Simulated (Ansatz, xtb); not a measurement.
## Ligand exchange: AlH2Br + CH4S → AlH2(SH) + CH3Br

Species: AlH2Br `[AlH2][Br]`, singlet; CH4S `CS`, singlet; AlH2(SH), singlet; CH3Br (bromomethane) `CBr`, singlet. The partners trade Br for SH: Al–Br and C–SH bonds give way to Al–SH and C–Br.

Shapes, held fixed at every level: PBE0-D4/def2-TZVP. Programs: Ansatz 0.2.0, xtb 6.7.1. The zero-point and thermal change to 298 K, harmonic and unscaled (PBE0-D4/def2-TZVP), is -1.1 kJ/mol.

Estimate ΔH(298 K) of this reaction.

The highest level, CCSD(T)/def2-TZVPP, gives ΔH(298 K) = +45.0 kJ/mol; the levels span -12.2 to +57.1. They disagree on the sign: 8 of 9 are positive. The column of differences is taken from that level and isn't an error. No measured value is set beside it here. Relativity is left out for Br unless named. Correlated rows may include outer-core shells of Br, which these sets cover unevenly. Times are processor times on shared x86 and Arm servers, and rough.

```
              level                    kind  ΔH(298 K) (kJ/mol)  less CCSD(T)/def2-TZVPP  CPU time (sum over the molecules)
           GFN0-xTB          semi-empirical               -12.2                    -57.2                             0.13 s
        HF/def2-SVP            Hartree–Fock               +57.1                    +12.1                                  –
B3LYP-D4/def2-TZVPP           global hybrid               +45.6                     +0.6                               15 s
BHLYP-D4/def2-TZVPP           global hybrid               +50.9                     +5.9                               11 s
 PBE0-D4/def2-TZVPP           global hybrid               +46.8                     +1.8                               11 s
 wB97X-V/def2-TZVPP  range-separated hybrid               +48.6                     +3.6                               32 s
  B2PLYP/def2-TZVPP           double hybrid               +46.7                     +1.7                               18 s
   CCSD(T)/def2-SVP   coupled cluster or CI               +52.2                     +7.2                                6 s
 CCSD(T)/def2-TZVPP   coupled cluster or CI               +45.0                      0.0                               43 s
```
